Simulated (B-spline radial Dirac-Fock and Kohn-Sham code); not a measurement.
Dipole and non-dipole photoemission parameters of Nd 4p3/2

System: neutral neodymium, 1s2 2s2 2p6 3s2 3p6 3d10 4s2 4p6 4d10 4f4 5s2 5p6 6s2; threshold 224.6 eV (tabulated edge). Model: Dirac-Hartree-Slater photoionisation with a Latter tail; cross sections with all multipoles, angular parameters from the dipole term and its interference with E2. Program: an atomic code on a B-spline grid.

Input of the calculation (task.json; shells as n, l, electrons):

```json
{"items": [{
  "Z": 60,
  "q": 0,
  "cfg": [[1, 0, 2], [2, 0, 2], [2, 1, 6], [3, 0, 2], [3, 1, 6], [3, 2, 10], [4, 0, 2], [4, 1, 6], [4, 2, 10], [4, 3, 4], [5, 0, 2], [5, 1, 6], [6, 0, 2]],
  "A": 142,
  "rrms": 4.9123,
  "do": "xps",
  "hv": [54.7, 80, 90.5, 100, 172.0, 227.0, 236.0, 303.0, 355.0, 400, 405.0, 444.0, 446.0, 600, 718.0, 778.0, 800, 1000, 1040.0, 1253.6, 2070.0, 2360.0, 2984.4, 2990.0, 3530.0, 4220.0, 6400.0, 9450.0, 9970.0],
  "edges": {"K": 43569.0, "L1": 7126.0, "L2": 6722.0, "L3": 6208.0, "M1": 1575.0, "M2": 1403.0, "M3": 1297.0, "M4": 1003.3, "M5": 980.4, "N1": 319.2, "N2": 243.3, "N3": 224.6, "N4": 120.5, "N5": 120.5}
}]}
```

Command: `python xray2_run.py task.json out`

For linearly polarised light dσ/dΩ = σ/(4π) [1 + β P₂(cos θ) + (δ + γ cos²θ) sin θ cos φ], with θ from the polarisation vector and φ the angle between the beam and the projection of the electron momentum on the plane normal to the polarisation.

```
hν (eV)  σ (kb)       β       γ      δ
    236     317  -0.971  -0.092  0.053
    303     288   0.069  -0.123  0.057
    355     265   0.515  -0.007  0.061
    400     245   0.764   0.096  0.054
    405     243   0.787   0.106  0.053
    444     226   0.939   0.171  0.045
    446     225   0.946   0.174  0.045
    600     167   1.284   0.264  0.022
    718     134   1.418   0.244  0.012
    778     121   1.466   0.223  0.009
    800     117   1.481   0.215  0.008
   1000    85.0   1.580   0.134  0.003
   1040    80.1   1.594   0.118  0.003
 1253.6    59.7   1.649   0.049  0.001
   2070    24.7   1.720  -0.033  0.002
   2360    19.2   1.724  -0.017  0.003
 2984.4    12.0   1.720   0.058  0.005
   2990    11.9   1.720   0.058  0.005
   3530    8.41   1.709   0.146  0.007
   4220       ?       ?       ?      ?
   6400    2.16   1.619   0.672  0.019
   9450   0.812   1.522   1.148  0.038
   9970   0.706   1.506   1.219  0.042
```

Task: Give the values at 4220 eV.

Result: σ = 5.69 kb, β = 1.690, γ = 0.272, δ = 0.009.
